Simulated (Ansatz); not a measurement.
Calculation: frozen-core CCSD(T)/cc-pVTZ // B3LYP-D3(BJ)/def2-TZVP in Ansatz (a program for electronic structure). The restricted HF reference is unstable towards unrestricted orbitals.

Ansatz 0.2 input:
```yaml
crystal:
  periodic: [false, false, false]
  atoms:
    - { symbol: C, position_ang: [-1.97911, 1.372193, -0.546353] }
    - { symbol: C, position_ang: [-1.165215, 0.493892, -0.446586] }
    - { symbol: C, position_ang: [-0.176478, -0.528951, -0.313182] }
    - { symbol: C, position_ang: [-0.418167, -1.772886, -0.759049] }
    - { symbol: C, position_ang: [1.100991, -0.183801, 0.320212] }
    - { symbol: C, position_ang: [1.428105, 1.017628, 0.790334] }
    - { symbol: H, position_ang: [-2.707092, 2.139803, -0.640565] }
    - { symbol: H, position_ang: [-1.35647, -2.033954, -1.226333] }
    - { symbol: H, position_ang: [0.329834, -2.548374, -0.658684] }
    - { symbol: H, position_ang: [1.808858, -1.002955, 0.391613] }
    - { symbol: H, position_ang: [0.74183, 1.852606, 0.732366] }
    - { symbol: H, position_ang: [2.392914, 1.194796, 1.245615] }
basis:
  gaussian: { orbitals: cc-pVTZ }
correlation:
  method: ccsd_t
```

Output:

```
Functional definition: HF
1509 factors; integrals over basis functions are off by at most 8.5e-4 eV
mean field evaluation 1: about -6272.9741 eV, gradient 3.5e1 eV
mean field evaluation 2: about -6273.4319 eV, gradient 3.5e1 eV
mean field evaluation 4: about -6276.9429 eV, gradient 3.7e0 eV
mean field evaluation 8: about -6276.9875 eV, gradient 2.7e-1 eV
mean field evaluation 16: about -6272.9749 eV, gradient 3.5e1 eV
mean field -6276.98770431 eV, -230.6750434383 hartree, gradient 2.1e-6 eV, S^2 0.000000; 0 other end points of the search recorded, 0 dependent functions left out; unrestricted orbitals would lower it
6 core orbitals not correlated
reference -6276.98770431 eV, -230.6750434383 hartree; 15, 15 occupied and 243, 243 virtual orbitals, 1509 factors
second order -25.60912443 eV of doubles, -0.00000000 eV of singles
cycle   1  -25.62642183 eV  change   -1.7e-2 eV  update   1.2e-1
cycle   2  -26.35126550 eV  change   -7.2e-1 eV  update   3.9e-2
cycle   3  -26.51582746 eV  change   -1.6e-1 eV  update   1.8e-2
cycle   4  -26.51533414 eV  change    4.9e-4 eV  update   5.5e-3
cycle   5  -26.51825671 eV  change   -2.9e-3 eV  update   2.2e-3
cycle   6  -26.51936357 eV  change   -1.1e-3 eV  update   5.6e-4
cycle   7  -26.51931454 eV  change    4.9e-5 eV  update   2.6e-4
cycle   8  -26.51928756 eV  change    2.7e-5 eV  update   1.0e-4
cycle   9  -26.51930841 eV  change   -2.1e-5 eV  update   4.6e-5
cycle  10  -26.51928033 eV  change    2.8e-5 eV  update   1.6e-5
perturbative correction -1.38519640 eV, -0.0509050287 hartree
Total energy: -6304.89218104 eV, -231.7005140439 hartree
```

Cost: around 8 core-minutes (rough).
